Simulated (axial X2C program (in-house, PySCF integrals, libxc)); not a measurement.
## NaW⁺: cheaper levels and CCSD(T), two-component

All values were computed with an axial X2C code built on PySCF integrals. Two-component (2c) means X2C with spin–orbit coupling and atomic mean-field two-electron Coulomb and Gaunt terms. Basis: W dyall-cv3z [13s14p9d7f4g], Na dyall-cv3z [9s8p5d2f] (cores contracted in-house); Gaussian nuclei, density fitting, unrestricted open shells. Masses: W 183.951 u, Na 22.990 u.

State: Ω = 3 (⟨Sz⟩ = 2.98, ⟨Lz⟩ = 0.02 at HF); fragments W + Na+.

```tsv
level	Re (Å)	ωe (cm⁻¹)
HF	3.262	118.6
MP2	3.258	116.6
CCSD	3.264	116.5
BHandHLYP	3.188	125.7
```

Correlated methods: 6 electrons correlated (number of frozen shells: W 5 s, 4 p, 2 d, 1 f; Na 2 s, 1 p), 338 virtual spin orbitals or spinors in MP2, 47 natural virtuals in coupled cluster.

CCSD(T), same Hamiltonian and basis:

Re = 3.267 Å, ωe = 116.0 cm⁻¹; T1 = 0.014 (Lee–Taylor normalisation).

Problem. Give the differences from CCSD(T) in the columns below.

Solution. 

```
    level  ΔRe (Å)  Δωe (cm⁻¹)
       HF   -0.005         2.6
      MP2   -0.009         0.6
     CCSD   -0.003         0.5
BHandHLYP   -0.079         9.7
```

Occupations by symmetry block were frozen at the best pattern of an incomplete PBE0 search. De is not given where an atomic determinant may have missed its ground term or J level, or where the truncated virtual space spoils (T). Density functionals use the spin component along the axis (collinear). CCSD and (T) use frozen natural virtuals with an MP2 correction for the truncation; (T) itself is uncorrected, so its De runs slightly low. The functionals have no current-density term, which raises determinants with orbital currents, atoms included. With several unpaired electrons one determinant need not be a pure state. Open-shell Ω = 0 determinants with evenly filled partner blocks cannot be reached by this program, so the Ω shown need not be the lowest component. With the outer-core shells frozen, correlated bond lengths of heavy atoms tend to come out a few hundredths of an ångström too long. Under one Hamiltonian the search converged a single determinant, so lower ones may well exist.
